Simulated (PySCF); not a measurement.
## NMR data sheet: C$_{6}$H$_{11}$NOSi

```
Formula                               : C6H11NOSi
SMILES                                : COC[SiH2]n1cccc1
InChI                                 : InChI=1S/C6H11NOSi/c1-8-6-9-7-4-2-3-5-7/h2-5H,6,9H2,1H3
Point group of the computed structure : C1
Degrees of unsaturation               : 3
Carbon signals                        : 4
Proton signals                        : 5
```

Mapped SMILES: `[CH3:1][O:2][CH2:3][SiH2:4][n:5]1[cH:6][cH:7][cH:8][cH:9]1`. Hydrogens are named by the atom that carries them.

Method: geometry: PBE0-D3(BJ)/def2-SVP, shieldings: GIAO KT2/pcSseg-1, in PySCF 2.14 (no relativistic terms, isolated molecule, averaged over atoms made equivalent by symmetry, fast rotation or ring inversion, one conformer).

Referencing at the same level of theory: TMS for 1H (σ = 31.18 ppm), 13C (σ = 183.22 ppm), 29Si (σ = 361.05 ppm); 15N (σ = 264.30 ppm) against NH3; 17O (σ = 330.66 ppm) against H2O.

| carbon | δC, type | δH (multiplicity) | HMBC from (2–3 bonds) | span of the C tensor (ppm) |
| --- | --- | --- | --- | --- |
| C1 | 61.7, CH3 | 3.35 (s) | H(C3) | 96 |
| C3 | 62.5, CH2 | 3.37 (t) | H(Si4), H(C1) | 106 |
| C6/C9 | 118.5, CH | 6.57 (m) | H(C6)/H(C9), H(C7)/H(C8), H(Si4) | 136 |
| C7/C8 | 108.7, CH | 6.33 (m) | H(C6)/H(C9), H(C7)/H(C8) | 159 |

Other nuclei:
```tsv
atoms	nucleus	environment	δ (ppm)	σ (ppm)
H(Si4)	1H	hydrogen on a silicon bonded to C, N	5.12	26.06
Si4	29Si	silicon bonded to C, N, 2 H	-42.2	403.2
N5	15N	pyrrole-type ring nitrogen	168.5	95.8
O2	17O	ether oxygen	-7.4	338.1
```

1. Carbon types of the structure: 4 × CH, 1 × CH2, 1 × CH3, leaving 2 H on heteroatoms.
2. δC 118.5: aromatic CH next to a ring nitrogen.
3. δC 108.7: aromatic CH.
4. δC 62.5: sp3 CH2 bonded to O and Si; deshielded by the electronegative neighbour.
5. δC 61.7: methyl carbon bonded to O; pulled downfield by the heteroatom.
6. δH 6.33: hydrogen on an aromatic CH; aromatic region.

Shifts are as computed. Against solution values, carbons near 30 ppm lie about +2 ppm off and those near 130 ppm about -5 ppm. Of 1211 compounds with measured shifts, 218 miss one by over three times the rms of a fit or turn the order of signals round; such compounds aren't used in these exercises. Experimental scales use liquid or dissolved standards, which lie at an offset from isolated NH3 (liquid NH3: subtract about 20 ppm) and H2O (liquid H2O: subtract about 36 ppm). Unscaled 15N shifts of sp2 nitrogen come out 20 to 40 ppm too high even then. No couplings were computed; multiplicities are counted from neighbouring protons, with m where these are inequivalent, close in shift, in a saturated or five-membered ring or joined by F or P, and br s for small geminal =CH2 splittings.
